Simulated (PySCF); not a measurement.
One change at a time: excitation energies

Method: TDDFT B3LYP/def2-SVPD, vertical, gas phase, core orbitals frozen in the response (PySCF 2.14.0, density-fitted response routines). Geometries: GFN2-xTB; one conformer of each isolated species. Triplets are in the Tamm–Dancoff approximation. 'Strongest' means the level of largest summed f among the lowest 8 singlets; it needn't be the same kind of state in each.

Parent: `N[SiH2][SiH2]N`, with lowest singlet excitation energy 5.30 eV, mean static polarisability 73.2 au, HOMO energy -7.01 eV, energy of the strongest computed level 6.60 eV, oscillator strength of the strongest level 0.03, S1–T1 gap 0.25 eV. Its spectrum: 234 nm (f 0.001); 224 nm (f 0.009); 194 nm (f 0.004); 189 nm (f 0.007); 188 nm (f 0.031).

Shifts from the parent:

```tsv
change	SMILES	Δ S1 (eV)	Δ α (au)	Δ HOMO (eV)	Δ strongest (eV)	Δ f (strongest)	Δ S1−T1 (eV)
H on N replaced by CHO	N[SiH2][SiH2]NC=O	-0.08	+14.0	+0.20	-0.36	-0.01	-0.06
H on N replaced by allyl	C=CCN[SiH2][SiH2]N	-0.40	+38.0	+0.49	-0.99	+0.03	+0.17
H on N replaced by COCH3	CC(=O)N[SiH2][SiH2]N	+0.03	+25.4	+0.11	+0.03	+0.06	-0.03
```

Question: Predict the same shifts for this change: H on N replaced by C2H5 (`CCN[SiH2][SiH2]N`).

Answer: Δ lowest singlet excitation energy -0.51 eV, Δ mean static polarisability +25.1 au, Δ HOMO energy +0.66 eV, Δ energy of the strongest computed level -0.15 eV, Δ oscillator strength of the strongest level 0.00, Δ S1–T1 gap -0.04 eV. Spectrum: 259 nm (f 0.005); 231 nm (f 0.002); 218 nm (f 0.006); 205 nm (f 0.015); 195 nm (f 0.006). S1 falls most with H on N replaced by C2H5 (-0.51 eV), and it rises most with H on N replaced by COCH3 (+0.03 eV). S1 is simply the lowest singlet of each species and needn't be the same kind of state throughout. Over these 4 changes the shifts of S1 and of the HOMO–LUMO gap correlate with r = 1.00.

Lowest levels of each derivative:
- `N[SiH2][SiH2]NC=O`: 5.22 eV (f 0.003); 5.75 eV (f 0.002); 5.89 eV (f 0.003)
- `CCN[SiH2][SiH2]N`: 4.78 eV (f 0.005); 5.37 eV (f 0.002); 5.69 eV (f 0.006)
- `C=CCN[SiH2][SiH2]N`: 4.89 eV (f 0.003); 5.33 eV (f 0.004); 5.61 eV (f 0.062)
- `CC(=O)N[SiH2][SiH2]N`: 5.33 eV (f 0.002); 5.67 eV (f 0.005); 5.95 eV (f 0.010)
